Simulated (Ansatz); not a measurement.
**A barrier at the coupled-cluster level**

Start structure (ZnH$_{3}$ClO$_{2}$, closed shell), relaxed at PBE0-D4/def2-TZVP:

```xyz
7
angstrom
Zn -1.0445 -0.8702 0.4448
H -2.0496 -0.5647 1.5610
Cl -0.0895 -1.8053 -1.2514
H 0.0838 1.6930 0.3457
O 0.4559 0.8102 0.4699
O 1.4636 0.7677 -0.5369
H 1.1803 -0.0307 -1.0330
```

The step: ZnHCl ([Cl][ZnH]) + H₂O₂ ([OH][OH]) → ZnHClO₂ ([OH][O][Zn][Cl]) + H₂; bonds formed: H2–H4; dative contacts that become bonds: Zn1–O5; bonds broken: Zn1–H2, H4–O5. Computed with Ansatz 0.2.0 (basis: def2-TZVPP and def2-QZVPP); correlated methods freeze the cores. The 3s and 3p shells of Cu and Zn are frozen; filled d shells are correlated. Extrapolation: Hartree–Fock as exp(−7.88 √X), correlation as X^−2.97. Energies below are by CCSD(T) at an estimated basis limit (MP2 extrapolated from triple and quadruple zeta, plus CCSD(T) − MP2 in triple zeta).

(1) What are the electronic barrier and the energy of the step, from the start structure to the end structure? (Judge from chemistry; the value comes from the calculation.)

T1 diagnostic: at most 0.017.

Results:

(1) By the calculation: Barrier 1.413 eV; step energy 0.372 eV (uphill); reverse barrier, their difference, 1.041 eV. Barrier and step energy count from the start structure, the reverse barrier from the end structure.

The saddle point: One imaginary mode of 1083i cm⁻¹.
```csv
pair,start (Å),saddle (Å),end (Å)
Zn1–O5,2.25,1.96,1.80
H2–H4,3.34,1.00,0.75
Zn1–H2,1.53,1.82,2.55
H4–O5,0.97,1.26,2.49
```

Zero-point energy (harmonic, PBE0-D4): ZPE is 0.990 eV at the start and 0.840 eV at the saddle, so the barrier goes from 1.413 to 1.264 eV.

Labels in which every atom is bracketed show which atoms are joined, not bond orders.

For scale, one of the runs: CCSD(T)/def2-TZVPP, 210 basis functions, launched by `ansatz run in.yaml --threads 4 --pin off --events-out ev --progress --plain --max-ram 9574MiB`. Time: 3 min of wall clock on 4 CPU threads of an Intel Xeon; the host was shared. Peak host memory: 2.9 GiB.
